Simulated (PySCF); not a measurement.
Vertical excitations of a molecule C₁₀H₈ from PySCF with TDA-B3LYP/def2-SVP, as energy in eV (oscillator strength): 4.49 (0.000), 4.60 (0.078), 5.72 (0.000), 6.32 (0.000), 6.51 (0.237), 6.58 (1.993), 6.67 (0.000), 6.80 (0.000), 6.85 (0.000), 6.87 (0.000). Lowest triplet (TDA): 2.99 eV. Coordinates come from a r2SCAN-D4/def2-SVP optimisation. Other conformers were not sampled.

Problem. Pick the molecule that these values belong to.
A. C#Cc1ccccc1C=C
B. C#Cc1ccc(C=C)cc1
C. c1ccc2ccccc2c1
D. C#Cc1cccc(C=C)c1

Solution. C, c1ccc2ccccc2c1
